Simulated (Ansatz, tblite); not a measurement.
Removing and adding an electron: (FSi)4O6 adamantane (Si₄O₆F₄). The state is a singlet with charge 0. Geometry: PBE-D4/def2-SVP. Ansatz, gas phase; energy differences of separate SCF runs; the oxidised species was run as a doublet alone; the reduced species was run as a doublet alone.

```xyz
14

Si   -1.627   -0.393   -0.408
F    -3.137   -0.757   -0.786
O    -0.534   -1.081   -1.473
Si    1.070   -0.737   -1.132
F     2.062   -1.421   -2.181
O     1.221    0.931   -1.126
Si    0.207    1.710   -0.044
F     0.398    3.296   -0.086
O    -1.359    1.261   -0.433
O     0.534    1.081    1.473
Si    0.351   -0.580    1.584
F     0.677   -1.118    3.053
O    -1.221   -0.931    1.125
O     1.359   -1.261    0.433
```

The xTB rows come from tblite.

| level | −HOMO (eV) | vertical IE (eV) | −LUMO (eV) | vertical EA (eV) | HOMO–LUMO gap (eV) | IE − EA (eV) | remarks |
| --- | --- | --- | --- | --- | --- | --- | --- |
| GFN1-xTB | 13.79 | 16.32 | 4.59 | 1.90 | 9.20 | 14.43 | – |
| GFN2-xTB | 14.60 | 17.24 | 6.60 | 4.04 | 8.00 | 13.20 | – |
| PBE-D4/def2-SVP | 8.63 | – | 1.75 | -0.49 | 6.88 | – | HOMO above zero (-1 doublet) |
| PBE0-D4/def2-SVP | 10.59 | 12.61 | 0.79 | -0.81 | 9.80 | 13.42 | HOMO above zero (-1 doublet) |

Run but left out: PBE-D4/def2-SVP (charge +1 doublet: an occupied level 0.30 eV above an empty one).   A HOMO above zero means that the electron is unbound at that level or that self-interaction error raises the level; the energy of removing that electron tells which. Raw xTB energy differences between charge states are shifted by several eV; the methods need an empirical correction for them. Sets without diffuse functions give affinities that are too small. A negative affinity means that the extra electron isn't bound; its size then hangs on the basis.
